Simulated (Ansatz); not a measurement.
Mulliken charges of CH3Cl3OSi, SMILES `CO[Si](Cl)(Cl)Cl` from B3LYP/def2-TZVPP in Ansatz (PBE0-D4/def2-TZVP geometry).

```tsv
atom	x (Å)	y (Å)	z (Å)	charge (e)
C1	0.247	-1.141	0.844	-0.129
O2	0.761	-0.205	-0.088	-0.330
Si3	-0.065	0.987	-0.784	0.714
Cl4	-1.628	0.255	-1.858	-0.206
Cl5	1.209	1.967	-2.003	-0.181
Cl6	-0.812	2.263	0.610	-0.206
H7	1.059	-1.814	1.114	0.122
H8	-0.569	-1.721	0.403	0.108
H9	-0.114	-0.636	1.744	0.108
```

Question: By hand: the dipole of these point charges (1 e Å = 4.8032 D).

Answer: Σ q r = (0.010, -0.431, 0.348) e Å, of length 0.554 e Å = 2.66 D.

Question: How does the dipole of the full density compare? (Estimate.)

Answer: Ansatz gave: (-0.032, -0.302, 0.256) e Å, 1.91 D; the point charges give 1.39 times that, at 6° from its direction.

Point charges leave out the atoms' own dipoles, such as those of lone pairs, and Mulliken's split depends on the basis, so the two needn't agree.

B3LYP here is the variant with VWN-RPA as its local correlation; programs differ in this.
